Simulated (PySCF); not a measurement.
CHBr2F, SMILES FC(Br)Br.

Geometry optimised at PBE0-D3(BJ)/def2-SVP.

Two levels are set side by side: PBE/def2-TZVPD (PySCF) and r2SCAN/def2-TZVPD (PySCF). Same geometry, gas phase. Differences are taken from unrounded values.

```tsv
quantity	PBE
orbital gap (eV)	4.73
highest occupied level (eV)	-7.11
lowest empty level (eV)	-2.38
dipole moment (D)	1.06
mean polarisability (bohr³)	61.8
```

Q: These are the PBE values. What does r2SCAN give? (The exact figures need the calculation; the answer reports its results.)

A: 
| quantity | r2SCAN | PBE minus r2SCAN |
|---|---|---|
| orbital gap (eV) | 5.21 | -0.48 |
| highest occupied level (eV) | -7.43 | 0.32 |
| lowest empty level (eV) | -2.21 | -0.16 |
| dipole moment (D) | 1.11 | -0.05 |
| mean polarisability (bohr³) | 59.5 | 2.2 |

Rough cost on one machine, each run with all the roots and properties that it gave: r2SCAN against PBE about 3 times.
